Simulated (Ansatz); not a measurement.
System: CH7Si2 (charge 0, doublet). It need not be the lowest isomer of its formula. 
Structure (B3LYP-D3(BJ)/def2-TZVP (Ansatz, a quantum-chemistry and plane-wave program) minimum search):
SMILES: C[SiH2][SiH2]
```xyz
10

C     -1.6848    -0.9066     0.5862
Si    -0.6609     0.5072    -0.1236
Si     1.6254     0.0451    -0.2256
H     -2.7427    -0.6355     0.6099
H     -1.3687    -1.1417     1.6035
H     -1.5756    -1.8070    -0.0202
H     -0.8386     1.7252     0.7069
H     -1.1199     0.8208    -1.5004
H      1.9845    -1.0828    -1.1258
H      2.2679    -0.1717     1.0978
```
Charge 0, spin multiplicity 2.

Basis-set convergence of Hartree-Fock and MP2 correlation energies (hartree) with Ansatz. Correlated levels leave the core frozen unless marked. Open shells are spin-unrestricted. Spin-orbit coupling is left out. No relativistic terms.

```
basis            functions       E(HF)  E(corr, MP2)
---------------  ---------  ----------  ------------
aug-cc-pV(D+d)Z        150  -619.78723      -0.35103
aug-cc-pV(T+d)Z        317  -619.82136      -0.42166
aug-cc-pV(Q+d)Z        580  -619.82966      -0.44587
```

Extrapolating the two largest sets (X = 3 and 4) as X^-3: E(corr) = (64·(-0.44587) - 27·(-0.42166))/37 = -0.4635 Eh, an estimate of the basis-set limit. The largest set recovers 96.2 % of it, the smallest 75.7 %.
